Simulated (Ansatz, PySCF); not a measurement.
Dimer: NH3 (SMILES N) (first 4 atoms) with C3H6 (SMILES C=CC); geometry from B3LYP-D3(BJ)/def2-TZVP, rigid monomers moved along the line of their centres of mass till H4···C6 is 3.01 Å.
(charge 0, multiplicity 1):
```tsv
atom	x (Å)	y (Å)	z (Å)
N	-0.2111	-0.2086	0.5372
H	-0.7118	-0.8550	-0.0620
H	0.7385	-0.1483	0.1871
H	-0.1655	-0.6235	1.4625
C	0.1363	-0.9567	4.6278
C	-0.5085	0.1706	4.3498
C	0.1363	1.4853	4.0503
H	1.2196	-0.9938	4.6697
H	-0.3926	-1.8792	4.8310
H	-1.5950	0.1570	4.3198
H	-0.2122	2.2574	4.7419
H	1.2231	1.4230	4.1248
H	-0.1241	1.8144	3.0410
```

Counterpoise-corrected where a basis set is named; no monomer relaxation.

Cores are frozen in the correlated methods.

Run with Ansatz (Gaussian orbitals); PySCF for the dispersion terms. 

PBE/def2-TZVPPD gives -59.4 meV for the interaction energy.

### Question
How do the other levels lie against it? Give each less PBE: PBE-D3(BJ)/def2-TZVPPD, r2SCAN/def2-TZVPPD, B3LYP/def2-TZVPPD, wB97M-V/def2-TZVPPD, MP2/aug-cc-pVDZ, CCSD(T)/aug-cc-pVDZ.

### Answer
PBE-D3(BJ)/def2-TZVPPD -33.6; r2SCAN/def2-TZVPPD -7.4; B3LYP/def2-TZVPPD 25.4; wB97M-V/def2-TZVPPD -19.1; MP2/aug-cc-pVDZ -16.0; CCSD(T)/aug-cc-pVDZ -11.9 meV. 1 of 6 lie above PBE; the widest gap is to PBE-D3(BJ)/def2-TZVPPD.

Ansatz is an electronic-structure program.
